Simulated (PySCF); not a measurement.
Al(Me)(OH)(PH2) (CH₆AlOP), SMILES [CH3][Al]([OH])[PH2].

Geometry optimised at B3LYP-D3(BJ)/def2-SVP. The structure was generated by enumeration; whether it is a known compound was not checked. The values are those of a single conformer.

These are B3LYP-D3(BJ)/def2-SVP run with PySCF 2.14.0 values and carry that method's errors.

Frequencies are harmonic and unscaled.

```tsv
mode	ν (cm⁻¹)	IR (km/mol)	Raman (Å⁴/amu)	depolarisation	moving atoms (share of kinetic energy)
1	36	0.1	0.1	0.72	H 98 %
2	90	4.6	0.2	0.69	H 88 %
3	132	4.7	2.6	0.64	H 30 %, C 25 %, Al 17 %, P 16 %, O 12 %
4	183	13.5	0.7	0.35	Al 55 %, H 21 %, O 13 %
5	198	11.4	4.5	0.45	O 42 %, H 23 %, P 15 %, C 12 %, Al 9 %
6	377	33.7	17.1	0.14	P 36 %, H 24 %, Al 22 %, O 10 %, C 9 %
7	378	108.9	6.9	0.23	H 77 %, O 10 %
8	514	4.9	1.8	0.64	H 88 %
9	535	117.4	1.6	0.66	H 89 %, O 8 %
10	591	45.0	8.5	0.50	H 72 %, C 20 %
11	652	31.0	2.4	0.55	H 61 %, C 17 %, Al 14 %
12	659	61.5	4.9	0.08	H 51 %, C 22 %, Al 19 %
13	703	136.9	2.4	0.68	H 64 %, C 21 %, Al 12 %
14	873	98.6	2.5	0.37	Al 45 %, O 44 %, H 10 %
15	1091	22.2	30.8	0.75	H 97 %
16	1214	21.2	4.1	0.16	H 79 %, C 21 %
17	1427	1.2	11.5	0.75	H 96 %
18	1428	3.6	9.0	0.75	H 95 %
19	2361	42.4	167.8	0.13	H 97 %
20	2374	61.6	124.1	0.75	H 97 %
21	3017	3.7	134.0	0.00	H 97 %
22	3099	6.0	84.6	0.73	H 91 %, C 9 %
23	3121	5.5	121.0	0.69	H 91 %, C 9 %
24	3926	82.2	116.7	0.29	H 94 %
```
